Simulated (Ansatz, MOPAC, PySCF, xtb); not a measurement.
Pair of molecules: HF (SMILES F) (first 2 atoms) with HI (SMILES I); geometry from B3LYP-D3(BJ)/def2-TZVP, rigid monomers moved along the line of their centres of mass till F1···H4 is 2.56 Å.
(charge 0, multiplicity 1):
```
atom    x (Å)    y (Å)    z (Å)
----  -------  -------  -------
F      0.5518   0.6191  -0.2611
H      0.2829  -0.2134  -0.5646
I     -0.1974   0.1776   3.7464
H      0.2133   0.6988   2.2704
```

Counterpoise-corrected where a basis set is named; no monomer relaxation. Rows marked so take none.

Cores are frozen in the correlated methods. Filled d and f shells under p-block atoms count as core. Rows in STO-3G carry no dispersion term and start afresh at each structure; the Pople sets are all-electron and without relativity. The state reached by PM3 isn't checked.

The values were computed with Ansatz (Gaussian orbitals); MOPAC for PM3 (differences of heats of formation); PySCF for STO-3G rows, the dispersion terms; xtb for the GFN methods. Values without a source in brackets are computed. In def2 rows elements past Kr take small-core potentials, without spin–orbit coupling.

| level | interaction energy (kJ/mol) |
|---|---|
| GFN-FF | -4.9 |
| PM3 | -0.7 |
| HF/STO-3G (no counterpoise) | -3.8 |
| PBE-D3(BJ)/def2-TZVPPD | [?] |
| r2SCAN-D4/def2-TZVPPD | [?] |
| B3LYP/def2-TZVPPD | -4.2 |
| CCSD/def2-TZVPPD | -5.0 |
| CCSD(T)/def2-TZVPPD | -5.4 |
| CCSD(T)/def2-QZVPPD | -5.8 |

Question: Complete the blanks.

Answer: 
- PBE-D3(BJ)/def2-TZVPPD, interaction energy (kJ/mol): -7.1
- r2SCAN-D4/def2-TZVPPD, interaction energy (kJ/mol): -6.5

Ansatz is a quantum-chemistry and plane-wave program.
